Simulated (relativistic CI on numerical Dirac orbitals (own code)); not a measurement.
## Sensitivity of the levels of Te to α and to the nuclear radius

Calculated at this level of theory: Dirac-Coulomb-Breit CI, KLI orbitals optimised for each configuration, valence Slater integrals scaled by 0.85, P86 correlation energy added to each configuration, derivatives by finite differences, QED left out (own radial code, finite nucleus).

Configuration list (outside the closed core [Kr] 4d10): 5s2 5p4, 5s2 5p3 6s, 5s2 5p3 6p, 5s2 5p3 5d, 5s 5p5, 5s2 5p2 5d2, 5s2 5p3 6d, 5s2 5p3 4f. Levels of other configurations are missing.

With x = (α/α₀)² − 1 an excitation energy changes as ω = ω₀ + qx; K = 2q/ω₀ is the relative enhancement. Terms are leading LS components, so labels can repeat. The field-shift factor is F = δν/δ⟨r²⟩ for the transition from the lowest level.

Lowest level 5s2 5p4 3P_2.

```csv
Level,ω₀ (cm⁻¹),q (cm⁻¹),K,F (GHz/fm²)
5s2 5p4 3P_1,4682.5,5790,2.47,-0.147
5s2 5p4 3P_0,4724.5,3689,1.56,-0.0733
5s2 5p4 1D_2,11418.0,5002,0.876,-0.054
5s2 5p4 1S_0,23893.3,8261,0.692,-0.0425
5s2 5p3 6s 5S°_2,44932.2,-297.4,-0.0132,3.38
5s2 5p3 6s 3S°_1,47814.6,-258,-0.0108,2.8
5s2 5p3 6p 5P_1,54053.1,399.6,0.0148,2.1
5s2 5p3 6p 5P_2,54108.6,379.3,0.014,2.1
5s2 5p3 6p 5P_3,54353.9,735,0.027,2.08
5s2 5p3 6p 3P_1,55307.6,265.9,0.00962,2.09
5s2 5p3 6p 3P_2,55537.6,715.3,0.0258,2.08
5s2 5p3 6p 3P_0,55660.7,1043,0.0375,2.06
5s2 5p3 5d 5D°_2,56517.4,924.1,0.0327,2.07
5s2 5p3 5d 5D°_1,56523.6,669.6,0.0237,2.25
5s2 5p3 5d 5D°_3,56566.5,1226,0.0433,1.96
5s2 5p3 5d 5D°_4,56582.4,1291,0.0456,1.94
5s2 5p3 5d 5D°_0,56650.9,1456,0.0514,1.92
5s2 5p3 6s 3D°_1,56975.9,-42.83,-0.0015,2.99
5s2 5p3 6s 3D°_2,57228.8,-563.8,-0.0197,3.22
5s2 5p3 5d 3D°_2,58836.4,-94.1,-0.0032,2.32
5s2 5p3 6s 3D°_3,58870.5,1967,0.0668,3.13
5s2 5p3 5d 3D°_1,59780.3,935.9,0.0313,2.06
5s2 5p3 5d 3D°_3,59961.8,1134,0.0378,2.24
```

Correlation outside the listed configurations is missing or only estimated: errors of thousands of cm⁻¹ between configurations and terms are usual at this charge. Rates and lifetimes follow the computed energies and can be off by large factors. The fine structure of a lone outer electron comes out too small, for d and f at times inverted, and misplaced configurations move strength between like terms.
